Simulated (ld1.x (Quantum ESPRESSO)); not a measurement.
cobalt: one change to a TM semilocal potential, before and after

- Element: cobalt (Co)
- Generator: ld1.x (Quantum ESPRESSO) 7.5
- Type: norm-conserving Troullier–Martins (semilocal form)
- Functional: LDA (PZ)
- Relativity: scalar-relativistic
- Frozen core: [Ar]
- Valence charge: 9
- Reference configuration: 3d7 4s1 4p1
- Partial waves: 4s (bound): rc 1.85 bohr; 3d (bound): rc 1.40 bohr; 4f channel at 0.15 Ry: rc 3.55 bohr; 4p (bound): rc 3.30 bohr
- Local potential: the p channel
- Core correction: a·sin(br)/r model core inside 1.40 bohr

All-electron outer shells of the reference configuration (LDA (PZ), scalar-relativistic, ld1.x):

```csv
shell,level (eV),outermost node (bohr),outermost maximum (bohr)
3s,-103.71,0.31,0.67
3p,-67.36,0.28,0.68
3d,-10.25,–,0.66
4s,-6.84,0.96,2.26
4p,-2.26,1.05,3.05
```

Change: all radii but the core radius scaled by about 1.25 (s 2.32, p 4.12, d 1.74, f 4.44 bohr).

Cutoffs: the cutoffs (Ry, on a coarse ladder) from which the occupation-weighted sum of valence levels, in a spherical-Bessel basis at the reference potential, stays within 10 and 1 mRy of its value at 400 Ry; they do not see the model core or the augmentation charge, which bear on the density cutoff. Errors are all-electron minus pseudo energies relative to the spin-unpolarised reference configuration.

Q: How do hardness, ghosts and transferability respond?

A: The potential gets softer (140 Ry and 200 Ry → 90 Ry and 160 Ry); the number of tests that count goes from 8 to 9; of the 8 tests that both files solve, the error grows in 5 and shrinks in 1 by more than 15 % and 0.3 meV (median size 17.0 → 21.0 meV); neither file shows a bound ghost at the reference potential, the only one tested. A larger radius leaves more room for a smooth pseudo-wave, so fewer plane waves are needed. A semilocal file is local in each channel, so a ghost entry of none says nothing of the separable form that plane-wave codes build from it.

| quantity | base | changed |
| --- | --- | --- |
| cutoff, loose | 140 Ry | 90 Ry |
| cutoff, tight | 200 Ry | 160 Ry |
| loose cutoff by channel (10 mRy a level) | s 8 Ry, d 110 Ry, p 6 Ry | s 8 Ry, d 80 Ry, p 6 Ry |
| bound ghosts | none | none |
| tests counted (converged, no solver errors) | 8 of 9 | 9 of 9 |
| error for 3d7 4s2 4p0, meV [ΔE -4.43 eV] | +1.1 | +4.2 |
| error for 3d7 4s1 4p0, meV [ΔE 4.87 eV] | -3.3 | -5.1 |
| error for 3d7 4s0 4p0, meV [ΔE 21.95 eV] | -31 | -34 |
| error for 3d7 4s0 4p1, meV [ΔE 10.32 eV] | +0.4 | +7.9 |
| error for 3d7 4s0 4p2, meV [ΔE 4.72 eV] | +1.4 | +5.5 |
| error for 3d6 4s0 4p0, meV [ΔE 58.14 eV] | -183 | -267 |
| error for 3d7 4s1 4p1 (spin-polarised), meV [ΔE -2.99 eV] | +1130 | +970 |
| error for 3d7 4s2 4p0 (spin-polarised), meV [ΔE -6.41 eV] | +1178 | +996 |

Base: Tests not counted: 3d8 4s1 4p0 (pseudo-atom not self-consistent, printed error -471 eV).
